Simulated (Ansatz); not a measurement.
H4N (SMILES [NH4+]), charge 1, multiplicity 1, relaxed at each level with Ansatz (a program for electronic structure); harmonic frequencies from differences of analytic forces, average atomic masses, frozen cores.

```json
[
 {"level": "B3LYP/def2-TZVPP", "harmonic frequencies (cm⁻¹)": "1485 1485 1485 1723 1723 3371 3474 3474 3474", "ZPE (eV)": "1.345", "cost over B3LYP/def2-TZVPP (rough)": "×1"},
 {"level": "PBE0/def2-TZVPP", "harmonic frequencies (cm⁻¹)": "1480 1480 1480 1725 1725 3405 3518 3518 3518", "ZPE (eV)": "1.354", "cost over B3LYP/def2-TZVPP (rough)": "×0.9"},
 {"level": "wB97X-V/def2-TZVPP", "harmonic frequencies (cm⁻¹)": "1486 1486 1486 1727 1727 3404 3514 3514 3514", "ZPE (eV)": "1.355", "cost over B3LYP/def2-TZVPP (rough)": "×2"},
 {"level": "MP2/cc-pVTZ", "harmonic frequencies (cm⁻¹)": "1489 1489 1489 1747 1747 3404 3538 3538 3538", "ZPE (eV)": "1.363", "cost over B3LYP/def2-TZVPP (rough)": "×1"},
 {"level": "CCSD(T)/cc-pVDZ", "harmonic frequencies (cm⁻¹)": "1459 1459 1459 1722 1722 3383 3535 3535 3535", "ZPE (eV)": "1.352", "cost over B3LYP/def2-TZVPP (rough)": "×0.5"},
 {"level": "CCSD(T)/cc-pVTZ", "harmonic frequencies (cm⁻¹)": "1492 1492 1492 1743 1743 3389 3510 3510 3510", "ZPE (eV)": "1.356", "cost over B3LYP/def2-TZVPP (rough)": "×8"}
]
```

Measured: fundamentals as far as tabulated 3343, 1447 cm⁻¹ [NIST CCCBDB]. Measured modes stand in the spectroscopists' order.
